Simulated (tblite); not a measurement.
Species: C4H12PSi2 (doublet state).
Structure used (GFN2-xTB), in Å, numbered top down from 1:
```
atom  x, y, z in Å
C1    -2.7056   -1.6589   -0.3590
C2    -2.1310   -0.5161   -0.6929
C3    -1.0158    0.1255    0.0515
C4    -1.2224    1.6329    0.1605
Si5    0.6253   -0.3023   -0.8537
Si6    2.3534    0.4110    0.5132
P7     4.3701   -0.0009   -0.3629
H8    -3.4945   -2.0980   -0.9453
H9    -2.4058   -2.2043    0.5213
H10   -2.4534    0.0102   -1.5824
H11   -0.9754   -0.2984    1.0591
H12   -1.2641    2.0872   -0.8277
H13   -2.1584    1.8544    0.6723
H14   -0.4112    2.0970    0.7184
H15    0.6806   -1.7664   -0.9968
H16    0.4988    0.2115   -2.2308
H17    2.4358    1.8679    0.7755
H18    4.2133   -1.3733   -0.4203
H19    5.0505   -0.0698    0.8379
```

Calculated harmonic vibrations of the isolated species, GFN2-xTB (tblite), most abundant isotopes, no scaling. This tight-binding method is rough: wavenumbers can miss measured ones by several per cent, in bad cases by 10 to 20. Modes of hydrogen on phosphorus and silicon can be 10 to 20 % off. One conformer, not necessarily the lowest. Open shells enter through the occupations alone, without spin polarisation, and single modes of such species can be off by tens of per cent.

Harmonic wavenumbers (cm⁻¹): 25.2, 36.7, 57.1, 83.2, 85.9, 113.0, 211.8, 220.4, 258.7, 308.8, 336.0, 410.5, 424.5, 464.8, 501.7, 554.5, 568.8, 608.1, 652.3, 668.1, 723.4, 733.7, 812.7, 876.9, 908.9, 980.6, 1015.9, 1030.3, 1103.9, 1145.3, 1165.1, 1217.3, 1277.3, 1313.5, 1416.3, 1420.2, 1504.2, 1514.2, 1700.7, 2076.3, 2134.3, 2174.3, 2301.4, 2392.6, 2936.6, 3007.9, 3019.2, 3026.1, 3049.0, 3095.5, 3122.1.

A = 3493, B = 543.4, C = 500.0 MHz; mass 147.022 u (most abundant isotopes); point group C1, symmetry number 1; spin multiplicity 2.

**Question.** What is the zero-point energy?

**Answer.** Half the sum of the wavenumbers: 30393 cm⁻¹ = 363.58 kJ/mol.

**Question.** Entropy at 200 K, 1 bar (ideal gas, RRHO, classical rotation)?

**Answer.** Translation 162.80, rotation 121.40, vibration 124.11, spin (R ln 2) 5.76: S = 414.1 J/(mol K).

**Question.** And Cp and H(200 K) − H(0)?

**Answer.** Cp = 144.07 J/(mol K), of which vibrations give 110.81 (their classical limit is 51 R = 424.0); H(200 K) − H(0) = 18.82 kJ/mol without the zero-point energy, 12.17 from vibrations.

**Question.** Which modes carry the vibrational entropy at 200 K?

**Answer.** 25.2 cm⁻¹: 22.52; 36.7 cm⁻¹: 19.41; 57.1 cm⁻¹: 15.77; 83.2 cm⁻¹: 12.71; 85.9 cm⁻¹: 12.45; 113.0 cm⁻¹: 10.26 J/(mol K); the other 45 give 30.98 together.

**Question.** What must be added to the electronic energy to get the Gibbs energy at 200 K and 1 bar?

**Answer.** ZPE + [H(200 K) − H(0)] − T·S = 363.58 + 18.82 − 82.81 = 299.59 kJ/mol.

**Question.** Blend soft modes into free rotors: weight 1/[1 + (100 cm⁻¹/ν̃)⁴] for the oscillator and the rest for a rotor with moment μB/(μ + B), μ = h/(8π²ν), B = 10⁻⁴⁴ kg m². What vibrational entropy results?

**Answer.** 107.87 J/(mol K) in place of 124.11, which changes −T·S at 200 K by +3.25 kJ/mol.

**Question.** How do the functions run with temperature in this model?

**Answer.** 
```csv
T (K),S (J/(mol K)),Cp (J/(mol K)),H − H(0) (kJ/mol),G − H(0) (kJ/mol),ln q(vib)
150,376.2,120.2,12.21,-44.22,5.73
250,448.7,166.9,26.60,-85.57,9.40
298.15,479.9,187.6,35.14,-107.93,11.07
400,540.6,226.4,56.29,-159.96,14.45
600,644.0,284.0,107.68,-278.73,20.60
900,770.8,340.6,202.05,-491.65,28.81
```

q(vib) and H(0) count from the zero-point level.

Hindered rotation and anharmonicity are outside this model. Other conformers, if any are populated, would add a mixing term that is left out. The structure is chiral; the term R ln 2 for an equal mix with its mirror image is left out.

Hardware: an AMD EPYC with one thread (shared host). Cost: 3.1 s wall. This covers the Hessian and the dipole derivatives.
